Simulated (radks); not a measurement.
The numbers below are computed, except where a source is named.
Initial-state core-level shifts of the iron ion Fe+ when its valence configuration changes from [Ar] 3d6 4s1. Level of theory: scalar-relativistic Kohn-Sham, PBE, spin-polarised, spherical densities, point nucleus; open shells are filled with parallel spins first (a radial shooting solver on a logarithmic mesh with Libxc functionals). Shifts are changes of the shell-averaged eigenvalues in eV (positive: less bound).

valence               2s       2p       3s       3p
3d5 4s1 4p1       -8.490   -8.414   -7.418   -7.211
3d7               +5.600   +5.538   +4.991   +4.833
3d5 4p2           -9.803   -9.727   -8.788   -8.575
3d5 4s2           -7.289   -7.220   -6.281   -6.093
3d5.5 4s1 4p0.5   -4.074   -4.038   -3.620   -3.523
3d6 4p1           -1.368   -1.371   -1.460   -1.461
3d5.5 4s1.5       -3.470   -3.437   -3.033   -2.944
3d4.5 4s2 4p0.5  -12.606  -12.489  -10.769  -10.447
3d4.5 4s1 4p1.5  -13.680  -13.556  -11.784  -11.446
